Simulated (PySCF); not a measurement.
C2H7S, SMILES CC[SH2+], charge +1. Heavy atoms are numbered as in [CH3:1][CH2:2][SH2+:3]. Hydrogens are named by the atom that carries them.

Coordinates come from a r2SCAN-D4/def2-SVP optimisation. The isomer is the one that the SMILES or the coordinates give; other isomers of the formula were not compared.

The numbers are results of PBE/pcSseg-1 (PySCF), not measurements.

GIAO shieldings, no solvent; atoms alike by connectivity are averaged. δ = σ(ref) − σ: ¹³C against TMS (σ = 182.0 ppm); ³³S against H2S (σ = 706.5 ppm); ¹H against TMS (σ = 31.49 ppm), references at their B3LYP-D3(BJ)/def2-TZVP geometries, non-relativistic.

```tsv
atoms	nucleus	count	δ (ppm)
C2 (CH2)	¹³C	1	…
C1 (CH3)	¹³C	1	…
S3 (SH2)	³³S	1	243.2
H on S3	¹H	2	5.50
H on C2	¹H	2	…
H on C1	¹H	3	2.42
```

Task: Complete the blanks. (An estimate is asked for; the answer gives what the named calculation found.)

Result: 
- H on C2, δ (ppm): 3.98
- C1 (CH3), δ (ppm): 24.3
- C2 (CH2), δ (ppm): 44.6
